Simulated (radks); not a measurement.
Spherical quantum dot in the effective-mass picture: electrons in a parabolic well V = omega^2 r^2 / 2 with omega = 0.0699, with a point charge +1 (a donor) at the centre, all in effective atomic units (hartree* = m*/eps^2 hartree, bohr* = eps/m* bohr), one dielectric constant everywhere. Method: non-relativistic Kohn-Sham, exchange-only LDA, spin-polarised, spherical densities; computed with a radial shooting solver with Libxc functionals. Levels are named by radial order and angular momentum (1s, 1p, 1d, 2s, ...), and open shells are averaged over m. At N = 3 the configuration is 1s2 1p(up 1, down 0). Does electron 4 go into 1p up or 2s down or 2s up?

Answer. Into 1p up. The total energies of the other choices lie higher by 0.00533 hartree* (2s up), 0.0230 hartree* (2s down).
